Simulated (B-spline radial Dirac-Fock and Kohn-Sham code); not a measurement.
Kohn-Sham estimates against Dirac-Fock for the levels of Mo¹⁹⁺

System: molybdenum as Mo¹⁹⁺, configuration 1s2 2s2 2p6 3s2 3p6 3d5.

The density-functional columns are spherical, spin-unpolarised Dirac-Kohn-Sham results without Breit or QED terms: −ε is minus the orbital energy of the initial state and ΔSCF the difference of two total energies. The reference in the last column comes from Dirac-Fock ΔSCF + Breit + QED. All numbers are from a radial atomic solver, in eV; a selection of levels is shown. The Kohn-Sham columns are given as differences from the reference. For the 1s level of heavy atoms much of the gap between ΔSCF and the reference is the Breit and QED part, -54.7 eV here; for other levels the error of the functional can be larger.

```csv
level,LDA −ε − DF,LDA ΔSCF − DF,Dirac-Fock
K,-243.7,+48.3,20680.4
L1,-102.0,-37.8,3540.4
L2,-78.2,-2.3,3297.9
L3,-79.5,-6.1,3192.2
M1,-45.7,-18.3,1084.7
M2,-33.0,-4.9,990.3
M3,-33.0,-5.5,969.6
"M4,5",-28.5,+1.6,824.5
```

Values without a named source are computed, but for edge energies of neutral atoms, which are taken from tables.
